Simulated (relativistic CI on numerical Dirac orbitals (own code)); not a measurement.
**What each ingredient does to the levels of Xe12+**

Base calculation: Dirac-Coulomb-Breit CI, orbitals from a KLI potential per configuration, a model potential for QED, unscaled Slater integrals.

CI space (outside the closed core [Ar] 3d10): 4s2.4p6.4d6, 4s2.4p5.4d7, 4s2.4p6.4d5.4f, 4s2.4p6.4d5.5s, 4s.4p6.4d7, 4s2.4p6.4d5.5p, 4s2.4p5.4d6.4f, 4s2.4p6.4d4.4f.5s, 4s2.4p6.4d5.5d, 4s.4p6.4d6.4f, 4s2.4p6.4d4.5s.5p, 4s2.4p6.4d5.6s, 4s2.4p6.4d5.5f, 4s2.4p5.4d6.5s, 4s2.4p6.4d5.6p, 4s2.4p6.4d5.7s, 4s2.4p6.4d5.6f, 4s2.4p6.4d5.7p, 4s.4p6.4d6.5s, 4s2.4p6.4d5.7f, 4p6.4d7.5p, 4s2.4p6.4d4.5s2, 4s2.4p6.4d3.4f.5s2, 4s2.4p6.4d3.5s2.5p, 4s2.4p5.4d4.4f.5s2, 4p6.4d8, 4p5.4d9, 4p5.4d8.4f. Double excitations out of closed p, d and f shells are left out; levels of such configurations are missing from the list, as are those of other unlisted configurations, and high levels can miss mixing partners. These lack a partner that the ground configuration has and come out too high: 4s2.4p5.4d6.5s.

Variants: (1) P86 correlation estimate; (2) Breit term removed; (3) only the first configuration. Shifts of the energy above 4s2.4p6.4d6 5D_4, in cm⁻¹, for the lowest level and the first level of each name with at least 55 % of one term (blank where a level changes its place among those of its configuration and J or its character, or is not in the variant):

| Level | Base | Δ(1) | Δ(2) | Δ(3) |
| --- | --- | --- | --- | --- |
| 4s2.4p6.4d6 5D_4 | 0.0 | 0.0 | 0.0 | 0.0 |
| 4s2.4p6.4d6 5D_3 | 9877.9 | -0.1 | +306.7 | -41.1 |
| 4s2.4p6.4d6 5D_2 | 11561.5 | -0.5 | +112.8 | -239.5 |
| 4s2.4p6.4d6 5D_1 | 16038.6 | -0.6 | +342.8 | -320.3 |
| 4s2.4p6.4d6 5D_0 | 17257.2 | -0.9 | +339.6 | -535.5 |
| 4s2.4p6.4d6 3H_6 | 36970.3 | +0.4 | +423.9 | +2194.3 |
| 4s2.4p6.4d6 3H_5 | 37895.5 | 0.0 | +302.5 | +1678.3 |
| 4s2.4p6.4d6 3P_2 | 41002.7 | -1.5 | +221.1 | -348.0 |
| 4s2.4p6.4d6 3F_3 | 46659.1 | -1.4 | +291.6 | +200.9 |
| 4s2.4p6.4d6 3F_2 | 48422.3 | -0.8 | +244.8 | +609.5 |
| 4s2.4p6.4d6 3G_5 | 56448.4 | -0.5 | +819.6 | +1325.7 |
| 4s2.4p6.4d6 3G_4 | 59609.7 | -1.7 | +634.7 | +201.4 |
| 4s2.4p6.4d6 3D_2 | 64119.2 | -2.2 | +399.4 | -887.5 |
| 4s2.4p6.4d6 1I_6 | 64249.1 | -0.1 | +899.7 | +2572.8 |

At this charge energies of transitions that change n are usually good to better than 1 %, and those within a shell (Δn = 0) to a few per cent. Terms inside the open d or f shell come out 10 to 20 % too wide with unscaled integrals. Levels and lines within the n = 5 or 6 shells can be off by up to 10 % or somewhat more, and those that change n by about 2 %, since core polarisation is missing.

Ionisation energy from the two ground configurations alone: base 280.68 eV; P86 correlation estimate 282.405 eV; Breit term removed 280.743 eV. The NIST ASD value (theoretical) is 281 eV.

LS names give the leading component of a level, which can be under half, so a name can repeat, a term be missing and a line seem to break the LS rules.
